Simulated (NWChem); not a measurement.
# SiH$_{3}$O$_{3}$F; SMILES O[Si](O)(O)F

```xyz
8

O      0.5819    -1.5223     0.2819
Si     0.0002    -0.0113     0.0545
O     -1.5330     0.0924     0.6131
O      0.9523     1.0796     0.8140
F     -0.0007     0.3135    -1.5324
H      0.0984    -2.2497    -0.1193
H     -1.9797     0.9395     0.5311
H      1.8806     1.1075     0.5667
```
Atoms are numbered in this order, from 1.

The geometry was optimised at PBE0/def2-SVP.

Q: Give the principal values of the shielding tensors (ppm) of O1, Si2, F5 from KT2/pcSseg-1, GIAO (NWChem), with their diamagnetic and paramagnetic parts as GIAO splits them.

A: 
```tsv
atom	σ11	σ22	σ33	isotropic	diamagnetic	paramagnetic
O1	264.0	275.3	327.0	288.7	389.7	-101.0
Si2	405.9	439.5	439.5	428.3	885.3	-457.0
F5	259.8	259.8	392.0	303.9	473.5	-169.7
```
